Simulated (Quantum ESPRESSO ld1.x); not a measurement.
Spin polarisation of the 5d8 shell in Au3+. Start: [Xe] 4f14 5d(up 4, down 4); electrons of 5d are moved from spin down to spin up, other shells keep equal spins. Method: scalar-relativistic Kohn-Sham, LDA (Slater exchange, Perdew-Zunger correlation), spin-polarised, spherical densities, point nucleus; computed with ld1.x of Quantum ESPRESSO 7.5.

moment (Bohr magnetons) = 0: E - E(0) (eV) 0.000; e(5d up) (eV) -40.917; e(5d down) (eV) -40.917; 5p down minus up (eV) 0.000; 4f down minus up (eV) 0.000
moment (Bohr magnetons) = 0.5: E - E(0) (eV) -0.038; e(5d up) (eV) -41.067; e(5d down) (eV) -40.761; 5p down minus up (eV) 0.289; 4f down minus up (eV) 0.065
moment (Bohr magnetons) = 1: E - E(0) (eV) -0.153; e(5d up) (eV) -41.211; e(5d down) (eV) -40.599; 5p down minus up (eV) 0.578; 4f down minus up (eV) 0.131
moment (Bohr magnetons) = 1.5: E - E(0) (eV) -0.344; e(5d up) (eV) -41.349; e(5d down) (eV) -40.431; 5p down minus up (eV) 0.867; 4f down minus up (eV) 0.196
moment (Bohr magnetons) = 2: E - E(0) (eV) -0.612; e(5d up) (eV) -41.482; e(5d down) (eV) -40.256; 5p down minus up (eV) 1.158; 4f down minus up (eV) 0.262

At moment 2 the spin-polarisation energy is -0.612 eV and the 5d exchange splitting 1.226 eV, that is 0.613 eV per Bohr magneton; E = -I m^2/4 would give I = 0.612 eV.
